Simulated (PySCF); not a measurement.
Si(Cl)2(Br)(NH2) (BrCl2H2NSi), SMILES N[Si](Cl)(Cl)Br.

Coordinates come from a B3LYP-D3(BJ)/def2-SVP optimisation. This is a generated structure with no PubChem entry under its InChIKey; it may be hypothetical. One conformer was computed; it need not be the lowest.

Calculation: TDA-PBE/def2-SVPD (PySCF).

Vertical excitations. The molecule is in vacuum. State labels are in the subgroup Cs.

```json
[
 {"state": "S1", "symmetry": "A'", "energy (eV)": "5.36", "λ (nm)": "231", "f": "0.009", "main pairs": "HOMO→LUMO 98 %"},
 {"state": "S2", "symmetry": "A\"", "energy (eV)": "5.88", "λ (nm)": "211", "f": "0.010", "main pairs": "HOMO−1→LUMO 99 %"},
 {"state": "S3", "symmetry": "A'", "energy (eV)": "6.31", "λ (nm)": "197", "f": "0.017", "main pairs": "HOMO−2→LUMO 73 %, HOMO→LUMO+1 23 %"},
 {"state": "S4", "symmetry": "A\"", "energy (eV)": "6.46", "λ (nm)": "192", "f": "0.000", "main pairs": "HOMO→LUMO+2 99 %"},
 {"state": "S5", "symmetry": "A'", "energy (eV)": "6.49", "λ (nm)": "191", "f": "0.036", "main pairs": "HOMO→LUMO+1 73 %, HOMO−2→LUMO 19 %"},
 {"state": "S6", "symmetry": "A\"", "energy (eV)": "6.68", "λ (nm)": "186", "f": "0.027", "main pairs": "HOMO−3→LUMO 96 %"},
 {"state": "S7", "symmetry": "A\"", "energy (eV)": "6.83", "λ (nm)": "181", "f": "0.005", "main pairs": "HOMO−1→LUMO+1 99 %"},
 {"state": "S8", "symmetry": "A'", "energy (eV)": "6.85", "λ (nm)": "181", "f": "0.008", "main pairs": "HOMO−4→LUMO 75 %, HOMO−1→LUMO+2 16 %"},
 {"state": "S9", "symmetry": "A\"", "energy (eV)": "6.96", "λ (nm)": "178", "f": "0.002", "main pairs": "HOMO−5→LUMO 97 %"},
 {"state": "S10", "symmetry": "A'", "energy (eV)": "7.06", "λ (nm)": "176", "f": "0.013", "main pairs": "HOMO−1→LUMO+2 37 %, HOMO→LUMO+3 36 %, HOMO−6→LUMO 21 %"},
 {"state": "T1", "symmetry": "A'", "energy (eV)": "5.11", "λ (nm)": "243", "f": "0", "main pairs": "HOMO→LUMO 99 %"},
 {"state": "T2", "symmetry": "A\"", "energy (eV)": "5.52", "λ (nm)": "225", "f": "0", "main pairs": "HOMO−1→LUMO 99 %"},
 {"state": "T3", "symmetry": "A'", "energy (eV)": "5.91", "λ (nm)": "210", "f": "0", "main pairs": "HOMO−2→LUMO 96 %"},
 {"state": "T4", "symmetry": "A'", "energy (eV)": "6.21", "λ (nm)": "200", "f": "0", "main pairs": "HOMO→LUMO+1 97 %"}
]
```
Triplets are in the Tamm–Dancoff approximation.
